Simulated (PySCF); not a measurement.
C3H5BN2, SMILES NB1C=CN=C1.

Geometry optimised at PBE-D3(BJ)/def2-SVP. This is a generated structure with no PubChem entry under its InChIKey; it may be hypothetical. One conformer was computed; it need not be the lowest.

Level of theory: PBE/def2-TZVP (PySCF).

Problem. Estimate the frontier levels, gap, dipole moment and polarisability. (The exact figures need the calculation; the answer reports its results.)

Solution. 
* **highest occupied level**: -5.59 eV
* **lowest empty level**: -3.20 eV
* **orbital gap**: 2.39 eV
* **dipole moment**: 3.93 D
* **quadrupole, principal values (traceless, Buckingham form, about the centre of nuclear charge)**: -6.65, -2.62, 9.26 D·Å
* **mean static polarisability**: 62.8 bohr³ (9.30 Å³)
* **polarisability, principal values**: 38.6, 65.8, 83.9 bohr³
